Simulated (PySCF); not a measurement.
Spectra and structures to be paired. Theory: TDDFT PBE0/def2-SVPD, vertical, gas phase, core orbitals frozen in the response in PySCF 2.14.0, density-fitted response routines. Geometries: GFN2-xTB; one conformer of each isolated species. Triplets are in the Tamm–Dancoff approximation. Ions are computed without counter-ions or solvent.

A. `C=NCC#CCC#N`
B. `C/C(=C/C#N)CC#N`
C. `N#C[C@@H](C(=O)O)[S@@](=O)[O-]`
D. `CC#Cc1cnc[nH]1`

Lowest singlet levels (six at most, fewer where fewer were computed) with oscillator strengths:

1. 252 nm (f 0.001); 206 nm (f 0.003); 193 nm (f 0.053); 185 nm (f 0.001); 181 nm (f 0.003); 178 nm (f 0.007); T1 4.07 eV
2. 295 nm (f 0.192); 238 nm (f 0.006); 238 nm (f 0.007); 227 nm (f 0.031); 224 nm (f 0.005); 221 nm (f 0.064); T1 2.95 eV
3. 231 nm (f 0.426); 226 nm (f 0.000); 218 nm (f 0.000); 215 nm (f 0.002); 198 nm (f 0.002); 193 nm (f 0.024); T1 3.63 eV
4. 204 nm (f 0.438); 195 nm (f 0.003); 181 nm (f 0.001); 181 nm (f 0.004); 178 nm (f 0.003); 168 nm (f 0.004); T1 3.65 eV

Question: Match each spectrum to its molecule.

Answer: 1 = A, 2 = C, 3 = D, 4 = B.
- A: S1 at 4.93 eV, HOMO→LUMO (91%); Löwdin shares by element: HOMO nitrogen 51% or more, carbon 23% or more, hydrogen 6% or more (atoms not listed hold the other 21%); LUMO carbon 36% or more, nitrogen 34% or more, hydrogen 15% or more (atoms not listed hold the other 16%); HOMO -7.66 and LUMO -0.76 eV.
- B: S1 at 6.09 eV, HOMO→LUMO (92%); Löwdin shares by element: HOMO carbon 63% or more, nitrogen 21% or more (atoms not listed hold the other 16%); LUMO carbon 63% or more, nitrogen 14% or more (atoms not listed hold the other 23%); HOMO -8.36 and LUMO -1.87 eV.
- C: S1 at 4.21 eV, HOMO→LUMO (90%); Löwdin shares by element: HOMO oxygen 33% or more, carbon 22% or more, sulfur 22% (atoms not listed hold the other 23%); LUMO sulfur 34%, oxygen 26% or more, carbon 11% or more (atoms not listed hold the other 28%); HOMO -2.49 and LUMO 2.59 eV.
- D: S1 at 5.37 eV, HOMO→LUMO (90%); Löwdin shares by element: HOMO carbon 67% or more (atoms not listed hold the other 33%); LUMO carbon 42% or more, nitrogen 13% or more (atoms not listed hold the other 45%); HOMO -6.22 and LUMO -0.25 eV.
